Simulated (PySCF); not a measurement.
# Electron correlation in Ca (calcium, neutral)

Starting occupation: [Ar] 4s2. Computed with PySCF 2.14 in an uncontracted even-tempered set (21 s from 0.0048 bohr⁻², ratio 2.8; 15 p from 0.0062 bohr⁻², ratio 2.8; 5 d from 0.11 bohr⁻², ratio 3), with X2C-1e with screened-nucleus spin-orbit coupling, Gaussian nucleus. Frozen: [Ne]; 10 electrons correlated; the 58 highest virtual spinors left out.

MP2 pair energies summed by pair of shells (mhartree):

```csv
pair,energy,share (%)
3p3/2-3p3/2,-69.89,29.7
3p1/2-3p3/2,-68.93,29.3
4s1/2-4s1/2,-19.05,8.1
3p1/2-3p1/2,-17.74,7.5
3p3/2-4s1/2,-17.20,7.3
3p3/2-3s1/2,-16.24,6.9
3p1/2-4s1/2,-8.48,3.6
3p1/2-3s1/2,-8.15,3.5
3s1/2-3s1/2,-7.85,3.3
3s1/2-4s1/2,-1.61,0.7
```

Total MP2 correlation energy: -235.14 mhartree.
